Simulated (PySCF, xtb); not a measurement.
MoOF3, SMILES [O]=[Mo]([F])([F])[F] (connectivity only; charge and spin as stated), neutral, multiplicity 2.

Harmonic wavenumbers (cm⁻¹) from GFN2-xTB in xtb 6.7.1 at its own minimum, in rising order: 168, 212, 228, 264, 320, 468, 533, 574, 978.

**Question.** What does r2SCAN-D4/def2-SVP (PySCF) give at its own minimum? (Estimate from the structure and the level; the computed values follow.)

**Answer.** 46, 120, 131, 206, 272, 696, 700, 733, 1066. Paired by order, the mean absolute difference is 118 cm⁻¹ and the zero-point energies are 5.4 and 5.7 kcal/mol.
